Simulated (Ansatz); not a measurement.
`C[Si]1(Br)CO1` + NH₃ → `C[Si]1(N)CO1` + HBr at 400 K and 1 bar (ligand exchange at the Si–Br bond).

Isolated molecules relaxed with PBE0-D4/def2-TZVP in Ansatz; ΔE leaves out vibrations. CBS: MP2 limit from def2 TZ/QZ plus the TZ coupled-cluster correction, frozen cores. This one scheme is used for every species. For Br outer-core shells are correlated without core-valence functions, which leaves a few kJ/mol of doubt a bond. Scalar relativity is left out up to krypton. Each species was taken in one conformer, which may not be the lowest.

```tsv
species	CCSD(T)/CBS energy (Eh)	H − E (kJ/mol)	S (J/(mol·K))
`C[Si]1(Br)CO1`	-3016.73548	213.6	381.6
NH₃	-56.50880	104.2	203.1
`C[Si]1(N)CO1`	-499.31155	281.3	381.7
HBr	-2573.91920	27.6	207.2
```

H − E and S are ideal-gas, rigid-rotor, harmonic terms from PBE0-D4/def2-TZVP, for one conformer and one mirror image of each species. 1 Eh = 2625.50 kJ/mol, R = 8.31446 J/(mol·K).

Question: By hand: ΔE, ΔH, ΔS and ΔG.

Answer: ΔE = (-499.31155) + (-2573.91920) − (-3016.73548) − (-56.50880) = 0.01353 Eh = 35.5 kJ/mol. Δ(H − E) = 281.3 + 27.6 − 213.6 − 104.2 = -8.9, so ΔH = 26.6 kJ/mol. ΔS = 381.7 + 207.2 − 381.6 − 203.1 = 4.2 J/(mol·K). ΔG = 26.6 − 400 × (4.2)/1000 = 24.9 kJ/mol.

Question: By hand: the equilibrium constant, and the temperature at which ΔG would vanish if ΔH and ΔS stayed fixed.

Answer: log₁₀ K = −ΔG/(RT ln 10) = -3.3. ΔG = 0 at ΔH/ΔS = 6333 K, far beyond where these terms or the molecules hold.

The number of gas molecules stays the same, so ΔS is small and ΔH decides. A doubt of 5 kJ/mol in ΔE shifts log₁₀ K by 0.7 here. Other conformers and mirror images would add mixing entropy, several J/(mol·K) or more a flexible species. These are equilibria of isolated gas molecules and say nothing of rates. Largest T1 diagnostic: 0.012 (customary marks: 0.02 for closed shells, 0.045 for open ones).
